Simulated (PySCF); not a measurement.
# Two-dimensional NMR puzzle

Compound of formula C8H10F2Si. Correlations simulated from computed shifts and the bond graph:

HSQC (one-bond C–H):
```csv
δH,δC
7.20,155.6
7.03,152.2
6.65,122.7
6.23,139.2
0.79,4.2
0.61,2.7
0.30,4.2
0.23,2.7
0.23,-4.1
```

COSY cross peaks (H two or three bonds apart, from the bond graph; peaks can be absent where the dihedral angle is near 90°):
```csv
δH,δH
7.20,7.03
7.20,6.23
6.23,5.20
5.20,0.23
0.79,0.61
0.79,0.30
0.79,0.23
0.79,0.23
0.61,0.30
0.61,0.23
0.61,0.23
0.30,0.23
0.30,0.23
0.23,0.23
```

HMBC (two and three bonds, from the bond graph):
```csv
δH,δC
7.20,"152.2, 151.4, 139.2"
7.03,"155.6, 151.4, 139.2, 122.7"
6.65,"152.2, 151.4"
6.23,"155.6, 152.2, 151.4, -4.1"
5.20,"155.6, 152.2, 151.4, 139.2, 122.7, 4.2, 2.7, -4.1"
0.79,"2.7, -4.1"
0.61,"4.2, -4.1"
0.30,"2.7, -4.1"
0.23,"4.2, -4.1"
0.23,"151.4, 139.2, 4.2, 2.7"
```

Carbons without hydrogens: δ 151.4.

PySCF calculation with GFN2-xTB structure and GIAO PBE0/pcSseg-1 shieldings; relativity neglected, a single conformation, gas phase.

Referencing at the same level of theory: TMS for ¹H (31.72 ppm) and ¹³C (186.93 ppm).

Exchangeable hydrogens are left out of these lists.

Question: Assemble the structure.

Answer: `InChI=1S/C8H10F2Si/c9-8(10)7-2-1-5-11(7)6-3-4-6/h1-2,5-6,8,11H,3-4H2/t11-/m0/s1`.

Atom-mapped SMILES (the numbers label the heavy atoms): `[F:1][CH:2]([F:3])[C:4]1=[CH:5][CH:6]=[CH:7][Si@H:8]1[CH:9]1[CH2:10][CH2:11]1` (H(Xn): hydrogen on atom n). Ha(C10), Ha(C11) are cis to Si8 on the ring; Hb(C10), Hb(C11) are trans to Si8 on the ring.

1. δC 155.6 is C6, an alkene CH (δH 7.20).
2. δC 152.2 is C5, an alkene CH (δH 7.03).
3. δC 151.4 is C4, a fully substituted alkene carbon.
4. δC 139.2 is C7, an alkene CH (δH 6.23).
5. δC 122.7 is C2, an allylic sp3 CH bonded to 2 F (δH 6.65).
6. δC 4.2 is C10, a three-membered-ring carbon (δH 0.30, 0.79).
7. δC 2.7 is C11, a three-membered-ring carbon (δH 0.61, 0.23).
8. δC -4.1 is C9, a three-membered-ring carbon (δH 0.23).
9. HMBC from δH 7.20 reaches the proton-free carbon C4.
10. HMBC from δH 7.03 reaches the proton-free carbon C4.
11. HMBC from δH 6.65 reaches the proton-free carbon C4.
12. HMBC from δH 6.23 reaches the proton-free carbon C4.
13. COSY links 7.20–7.03, 7.20–6.23, 6.23–5.20, 5.20–0.23, 0.79–0.61, 0.79–0.30.

The data come from this structure; uniqueness wasn't tested.

Shifts are as computed. Against solution values, carbons near 30 ppm lie about +3 ppm off and those near 130 ppm about +5 ppm. Of 1211 compounds with measured shifts, 218 miss one by over three times the rms of a fit or turn the order of signals round; such compounds aren't used in these exercises.
